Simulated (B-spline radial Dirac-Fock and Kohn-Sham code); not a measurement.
## EELS cross sections of the Cs N3 (4p3/2) edge

System: neutral cesium in the configuration 1s2 2s2 2p6 3s2 3p6 3d10 4s2 4p6 4d10 5s2 5p6 6s1. Level of theory: the first Born approximation with generalised oscillator strengths from a Dirac-Hartree-Slater potential (longitudinal and transverse terms; continuum final states only, so no white lines or fine structure); a radial finite-basis atomic code. The edge is taken at 161.3 eV (tabulated value).

Partial cross sections σ(β, Δ) in barn, integrated over a window Δ above the edge and up to the collection semi-angle β, for parallel illumination:

| E₀ (kV) | β (mrad) | Δ = 25 eV | Δ = 50 eV | Δ = 100 eV | Δ = 200 eV | Δ = 300 eV |
| --- | --- | --- | --- | --- | --- | --- |
| 60 | 5 | 1670 | 2740 | 4210 | 5740 | 6420 |
| 60 | 10 | 3020 | 4740 | 7160 | 9930 | 11300 |
| 60 | 50 | 12700 | 17500 | 23300 | 30500 | 34600 |
| 60 | 100 | 14900 | 20600 | 27700 | 37300 | 43400 |
| 80 | 5 | 1620 | 2660 | 4110 | 5690 | 6420 |
| 80 | 20 | ? | ? | ? | ? | ? |
| 80 | 50 | 10900 | 15000 | 20100 | 26600 | 30300 |
| 100 | 5 | 1570 | 2580 | 4000 | 5580 | 6340 |
| 100 | 10 | 2730 | 4210 | 6290 | 8780 | 10100 |
| 120 | 10 | 2660 | 4060 | 6030 | 8410 | 9670 |
| 200 | 5 | 1460 | 2360 | 3660 | 5190 | 5980 |
| 300 | 20 | 4470 | 6250 | 8510 | 11300 | 13000 |
| 300 | 50 | 5220 | 7330 | 10100 | 13700 | 16100 |
| 300 | 100 | 5230 | 7350 | 10100 | 13800 | 16100 |

Q: Give the row for 80 kV and 20 mrad.

A: 5440 b for 25 eV, 7770 b for 50 eV, 10900 b for 100 eV, 14700 b for 200 eV, 16700 b for 300 eV.

Values without a named source are computed, but for edge energies of neutral atoms, which are taken from tables.
